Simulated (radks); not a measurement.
The numbers below are computed, except where a source is named.
Question: The mean radii <r> (bohr) of the occupied orbitals of an atom or ion are listed with their occupations. Level of theory: scalar-relativistic Kohn-Sham, PBE, spin-unpolarised, spherical densities, finite nucleus; Fermi nuclear charge, rms radius of each element as measured or else 0.836 A^(1/3) + 0.57 fm (a radial shooting solver on a logarithmic mesh with Libxc functionals).

orbital  occ.      <r>
1s          2  0.01744
2s          2  0.07362
2p          6  0.06624
3s          2   0.1905
3p          6   0.1913
3d         10   0.1733
4s          2   0.4234
4p          6   0.4505
4d         10   0.4784
5s          2   0.9783
4f         14   0.5352
5p          6    1.134
5d          7    1.670
6s          1    2.705

Name the element and its charge.

Answer: Z = 77, iridium, charge +1: Ir+ in [Xe] 4f14 5d7 6s1. The 1s radius gives Z: for a bare nucleus <r> = (2 gamma + 1)/(2Z) with gamma = sqrt(1 - (Z/c)^2), 0.01724 bohr for Z = 77, and screening makes it slightly larger (0.01744 here). The occupations add up to 76, and the charge is Z minus that.
